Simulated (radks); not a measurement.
Question: The mean radii <r> (bohr) of the occupied orbitals of an atom or ion are listed with their occupations. Method: Dirac Kohn-Sham, exchange-only PBE, spin-unpolarised, spherical densities, finite nucleus; Fermi nuclear charge, rms radius of each element as measured or else 0.836 A^(1/3) + 0.57 fm; computed with a radial shooting solver on a logarithmic mesh with Libxc functionals.

| orbital | occ. | <r> |
|---|---|---|
| 1s1/2 | 2 | 0.01899 |
| 2s1/2 | 2 | 0.07978 |
| 2p1/2 | 2 | 0.06612 |
| 2p3/2 | 4 | 0.07385 |
| 3s1/2 | 2 | 0.2082 |
| 3p1/2 | 2 | 0.1981 |
| 3p3/2 | 4 | 0.2125 |
| 3d3/2 | 4 | 0.1863 |
| 3d5/2 | 6 | 0.1908 |
| 4s1/2 | 2 | 0.4682 |
| 4p1/2 | 2 | 0.4746 |
| 4p3/2 | 4 | 0.5075 |
| 4d3/2 | 4 | 0.5285 |
| 4d5/2 | 6 | 0.5401 |
| 5s1/2 | 2 | 1.137 |
| 5p1/2 | 2 | 1.267 |
| 5p3/2 | 4 | 1.376 |
| 4f5/2 | 6 | 0.6709 |
| 4f7/2 | 8 | 0.6838 |
| 5d3/2 | 2 | 2.138 |

Name the element and its charge. Open shells, if any, fill j = l - 1/2 first.

Answer: Z = 72, hafnium, charge +2: Hf2+ in [Xe] 4f14 5d2. The 1s radius gives Z: for a bare nucleus <r> = (2 gamma + 1)/(2Z) with gamma = sqrt(1 - (Z/c)^2), 0.01876 bohr for Z = 72, and screening makes it slightly larger (0.01899 here). The occupations add up to 70, and the charge is Z minus that.
